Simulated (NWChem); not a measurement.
**Correlation energy of Ge (+1)**

```
Ge
```
Charge +1, spin multiplicity 2.

Program: NWChem.

Basis set: def2-QZVP. Each correlation energy counts from its own Hartree-Fock reference.

```json
[
 {"method": "CCSD on UHF", "correlation energy (mHa)": "-218.1"},
 {"method": "CCSD on ROHF", "correlation energy (mHa)": "-221.9"},
 {"method": "UMP2", "correlation energy (mHa)": "-217.7"},
 {"method": "SCS-UMP2", "correlation energy (mHa)": "-203.0"},
 {"method": "CCSD(T) on UHF", "correlation energy (mHa)": "-224.5"},
 {"method": "CCSD[T] on ROHF", "correlation energy (mHa)": "-229.3"},
 {"method": "CCSD[T] on UHF", "correlation energy (mHa)": "-225.4"},
 {"method": "CCSD(T) on ROHF", "correlation energy (mHa)": "-228.5"}
]
```

The values span 26.3 mHa, from CCSD[T] on ROHF (lowest) to SCS-UMP2 (highest). 

The Hamiltonian is non-relativistic. The correlated methods keep 9 core orbitals frozen. The stability of the SCF solutions was not checked. Open-shell Hartree-Fock references start from PBE0 orbitals. Coupled-cluster values serve here as a point of comparison, not as the truth.
